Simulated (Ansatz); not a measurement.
Pulling on the Te1–H2 bond in FHTe (SMILES F[TeH]) (multiplicity 1 held, fragments rigid). Energies count from the point at 1.668 Å.
Geometry at that point (charge 0, multiplicity 1):
```xyz
3

Te     0.1852    -0.0606     0.2005
H      1.3119    -0.3094    -1.0040
F     -1.2157     0.3844    -1.0470
```

Signs of static correlation in def2-SVP, with CASSCF(2,2), from Ansatz (a quantum-chemistry and plane-wave program) runs.

```json
[
 {"R (Å)": "1.334", "T1 of restricted CCSD": "0.014", "⟨S²⟩ of UHF": "0.000", "largest double amplitude of restricted CCSD": "0.050", "weight of the CASSCF reference in MRCISD": "0.921", "CASSCF natural occupations": "1.99 0.01"},
 {"R (Å)": "1.501", "T1 of restricted CCSD": "0.014", "⟨S²⟩ of UHF": "0.000", "largest double amplitude of restricted CCSD": "0.049", "weight of the CASSCF reference in MRCISD": "0.921", "CASSCF natural occupations": "1.98 0.02"},
 {"R (Å)": "1.668", "T1 of restricted CCSD": "0.015", "⟨S²⟩ of UHF": "0.000", "largest double amplitude of restricted CCSD": "0.067", "weight of the CASSCF reference in MRCISD": "0.921", "CASSCF natural occupations": "1.97 0.03"},
 {"R (Å)": "1.835", "T1 of restricted CCSD": "0.015", "⟨S²⟩ of UHF": "0.000", "largest double amplitude of restricted CCSD": "0.085", "weight of the CASSCF reference in MRCISD": "0.920", "CASSCF natural occupations": "1.95 0.05"},
 {"R (Å)": "2.002", "T1 of restricted CCSD": "0.016", "⟨S²⟩ of UHF": "0.000", "largest double amplitude of restricted CCSD": "0.091", "weight of the CASSCF reference in MRCISD": "0.920", "CASSCF natural occupations": "1.92 0.08"},
 {"R (Å)": "2.252", "T1 of restricted CCSD": "0.018", "⟨S²⟩ of UHF": "0.431", "largest double amplitude of restricted CCSD": "0.202", "weight of the CASSCF reference in MRCISD": "0.920", "CASSCF natural occupations": "1.86 0.14"},
 {"R (Å)": "2.502", "T1 of restricted CCSD": "0.020", "⟨S²⟩ of UHF": "0.727", "largest double amplitude of restricted CCSD": "[?]", "weight of the CASSCF reference in MRCISD": "0.920", "CASSCF natural occupations": "1.76 0.24"},
 {"R (Å)": "2.919", "T1 of restricted CCSD": "0.026", "⟨S²⟩ of UHF": "0.920", "largest double amplitude of restricted CCSD": "0.454", "weight of the CASSCF reference in MRCISD": "0.920", "CASSCF natural occupations": "1.55 0.45"},
 {"R (Å)": "3.336", "T1 of restricted CCSD": "0.030", "⟨S²⟩ of UHF": "0.980", "largest double amplitude of restricted CCSD": "0.605", "weight of the CASSCF reference in MRCISD": "0.920", "CASSCF natural occupations": "1.34 0.66"},
 {"R (Å)": "3.836", "T1 of restricted CCSD": "0.033", "⟨S²⟩ of UHF": "1.002", "largest double amplitude of restricted CCSD": "[?]", "weight of the CASSCF reference in MRCISD": "0.920", "CASSCF natural occupations": "1.18 0.82"},
 {"R (Å)": "4.503", "T1 of restricted CCSD": "0.032", "⟨S²⟩ of UHF": "1.008", "largest double amplitude of restricted CCSD": "0.846", "weight of the CASSCF reference in MRCISD": "0.920", "CASSCF natural occupations": "1.07 0.93"},
 {"R (Å)": "5.337", "T1 of restricted CCSD": "0.030", "⟨S²⟩ of UHF": "1.009", "largest double amplitude of restricted CCSD": "0.897", "weight of the CASSCF reference in MRCISD": "0.920", "CASSCF natural occupations": "1.02 0.98"}
]
```

Task: What belongs in the gaps?

Result: 
- 2.502, largest double amplitude of restricted CCSD: 0.294
- 3.836, largest double amplitude of restricted CCSD: 0.743

Doubts at one or more of the structures used: a restricted determinant that unrestricted orbitals would lower (R-CCSD(T)/def2-SVP); other coupled-cluster roots lie near (R-CCSD(T)/def2-SVP); a spin-contaminated determinant (U-CCSD(T)/def2-SVP); T1 above 0.05 (U-CCSD(T)/def2-SVP).
